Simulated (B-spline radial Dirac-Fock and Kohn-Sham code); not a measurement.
Calculated with a radial B-spline solver, using ΔSCF Dirac-Fock with Breit, self-energy and vacuum polarisation, finite nucleus, configuration average. Free neutral atoms.

**Question.** Order these X-ray lines by photon energy, lowest first.
A. Cd Mγ
B. V Lβ6
C. Zn Lℓ
D. Ag Mγ
E. Ni Lℓ
F. Pm Mζ2

**Answer.** B (519.9 eV), D (571.4 eV), A (610.9 eV), E (739.8 eV), F (781.2 eV), C (878.6 eV).
